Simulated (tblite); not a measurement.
C3H7ClO3Si.
Atom-mapped SMILES: `[CH3:1][Si:2]1([Cl:3])[O:4][CH2:5][O:6][CH2:7][O:8]1` (hydrogens: H9, H10, H11 on C1; H12, H13 on C5; H14, H15 on C7)

Structure optimised with GFN2-xTB, isolated species.

Question: List the bond lengths, angles and torsions at this level.

Answer: 
| bond | length (Å) | order |
| --- | --- | --- |
| C1–Si2 | 1.893 | single |
| Si2–Cl3 | 1.998 | single |
| Si2–O4, Si2–O8 | 1.641 | single |
| O4–C5, C7–O8 | 1.392 | single |
| C5–O6, O6–C7 | 1.391 | single |
| C1–H9, C1–H10, C1–H11 | 1.086 | single |
| C5–H12, C7–H14 | 1.104 | single |
| C5–H13, C7–H15 | 1.095 | single |

Bonds in one row agree within 0.01 Å and their mean is given. Orders are formal, as drawn. A selection of angles:
| angle | degrees |
| --- | --- |
| Si2–C1–H9 | 110.5 |
| H9–C1–H10 | 107.9 |
| C1–Si2–Cl3 | 111.9 |
| C1–Si2–O4 | 111.6 |
| Cl3–Si2–O4 | 107.6 |
| O4–Si2–O8 | 106.0 |
| Si2–O4–C5 | 119.8 |
| O4–C5–O6 | 113.5 |
| O4–C5–H12 | 108.4 |
| O4–C5–H13 | 108.2 |
| O6–C5–H12 | 110.5 |
| O6–C5–H13 | 106.2 |
| H12–C5–H13 | 110.0 |
| C5–O6–C7 | 113.1 |

Torsions: C1–Si2–O4–C5 -108° (anticlinal); Si2–O4–C5–O6 21° (synperiplanar); O4–C5–O6–C7 -64° (synclinal); C5–O6–C7–O8 63° (synclinal); O6–C7–O8–Si2 -21° (synperiplanar); C1–Si2–O8–C7 107° (anticlinal).

O4 (silyl ether oxygen) is bent (angle 119.8°). Of the pairs four or more bonds apart, H12···H14 is among the closest relative to their van der Waals radii: 2.37 Å, 99 % of the sum of Bondi's values. The 6-membered ring Si2–O4–C5–O6–C7–O8 has internal angles of 106.0° to 119.9°; it is puckered, 0.22 Å rms from its mean plane, widest ring torsion 64°. Si2 (chlorine-bound silicon) is tetrahedral (angles from 106.0° to 111.9°). All 4 C–O bonds measure 1.391 to 1.392 Å.

Point group: Cs (every atom within 0.08 Å of its image). Its GFN2-xTB frequencies are all real (lowest 45 cm⁻¹). The numbers are those of one conformer.

Time: 0.74 s of wall time. Hardware: Arm Neoverse N1, one thread (shared host). This is the geometry optimisation.

All values are computed, not measured.
